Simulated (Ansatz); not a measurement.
Stepwise reaction of `[OH][Ge]([F])([F])[SH]` with hydrogen, as a gas-phase model of exchange steps in deposition or etching. ΔE in kJ/mol; ΔG adds harmonic PBE0-D4 terms to CCSD(T)/CBS, at 1 bar.

Program: Ansatz. Geometries: PBE0-D4/def2-TZVP. ΔE: electronic, gas phase. CBS: MP2 limit from def2 TZ/QZ plus the TZ coupled-cluster correction, frozen cores. This one scheme is used for every species. Functionals use def2-TZVPP. B3LYP here is the variant with VWN-RPA as its local correlation; programs differ in this. For Ge outer-core shells are correlated without core-valence functions, which leaves a few kJ/mol of doubt a bond. Scalar relativity is left out up to krypton. Each species was taken in one conformer, which may not be the lowest.

```tsv
step	reaction	PBE-D4	B3LYP-D4	ωB97M-V	CCSD(T)/CBS	ΔG(600 K)
1	`[OH][Ge]([F])([F])[SH]` + H₂ → `[OH][GeH]([F])[SH]` + H–F	44.4	48.7	49.3	43.0	44.3
2	`[OH][GeH]([F])[SH]` + H₂ → `[OH][GeH2][SH]` + H–F	53.6	57.5	57.0	50.3	48.9
```

Question: By hand: ΔE of the 2 steps together at CCSD(T)/CBS.

Answer: (43.0) + (50.3) = 93.3 kJ/mol, or 46.6 kJ/mol a step.

In ΔE each step is higher than the one before. All are uphill at CCSD(T)/CBS. ΔG lies between 44.3 and 48.9 kJ/mol a step. PBE-D4 differs from CCSD(T)/CBS by 1.4 to 3.3 kJ/mol a step. Only this route is followed, and other bonds may react first. Isolated molecules leave out the surface, adducts and barriers. Largest T1 diagnostic: 0.012.
